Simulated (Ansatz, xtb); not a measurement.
A geometry optimisation of CH3ClSiSn with r2SCAN-D4/def2-SVP

The starting geometry of this gas-phase singlet was built from a drawn formula by distance geometry and a force field; its bonds are those of `Cl/C=[SiH]\[SnH]`.

```tsv
atom	x (Å)	y (Å)	z (Å)
C	-2.4156	-0.5981	-1.4508
Cl	-4.0203	-0.2806	-0.7845
Si	-1.4001	0.7053	-1.7349
Sn	-2.1000	3.0526	-1.2268
H	-2.0576	-1.6161	-1.6821
H	-0.0314	0.4532	-2.2683
H	-3.5437	3.4702	-2.1542
```

Problem. Predict what becomes of its bonds when it is optimised with r2SCAN-D4/def2-SVP.

Solution. It keeps its bonds, and is `Cl/C=[SiH]\[SnH]`.

The energy falls by 0.67 eV over 13 steps:

| step | E − E(last) (eV) |
| --- | --- |
| 1 | 0.667 |
| 2 | 0.279 |
| 4 | 0.138 |
| 5 | 0.117 |
| 6 | 0.090 |
| 8 | 0.041 |
| 9 | 0.003 |
| 10 | 0.001 |
| 12 | 0.000 |
| 13 | 0.000 |

Final geometry (Å):

```yaml
atoms:
  - { symbol: C, position_ang: [-2.4633, -0.4513, -1.5302] }
  - { symbol: Cl, position_ang: [-4.1442, -0.3411, -1.1843] }
  - { symbol: Si, position_ang: [-1.3435, 0.8909, -1.8027] }
  - { symbol: Sn, position_ang: [-1.9178, 3.4195, -1.7539] }
  - { symbol: H, position_ang: [-2.1313, -1.4981, -1.5681] }
  - { symbol: H, position_ang: [0.0041, 0.2888, -2.0644] }
  - { symbol: H, position_ang: [-3.5727, 2.8780, -1.3980] }
```

From the same start GFN2-xTB ends elsewhere, differing in Cl2–Sn4 (2.66 against 4.41 Å here).

No frequencies were run, so the end isn't proven a minimum. Atoms past krypton carry core potentials, without spin–orbit terms. Run with Ansatz 0.2.0, 58 s on 1 thread of Arm Neoverse V1, with other jobs on the host.
